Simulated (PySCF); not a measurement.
## Correlation energy of Si (silicon, neutral)

[Ne] 3s2 3p2, high-spin 3P determinant. All numbers are calculated (PySCF 2.14, scalar relativity by spin-free X2C-1e, in aug-cc-pCVTZ-DK with one added diffuse shell each of s, p, d, f type (9s8p6d4f, 91 functions)). Frozen: 1s2; 12 electrons correlated.

MP2 pair energies summed by pair of shells (mhartree):

```tsv
pair	energy	share (%)
2p-2p	-187.67	54.7
2s-2p	-58.69	17.1
3s-3p	-34.67	10.1
2p-3s	-17.29	5.0
3s-3s	-16.61	4.8
2s-2s	-9.59	2.8
2p-3p	-9.38	2.7
3p-3p	-5.82	1.7
2s-3s	-2.00	0.6
2s-3p	-1.40	0.4
```

Total MP2 correlation energy: -343.12 mhartree.

Same-spin part -88.44 and opposite-spin part -254.68 mhartree; SCS-MP2 scales them by 1/3 and 6/5 to -335.09 mhartree.
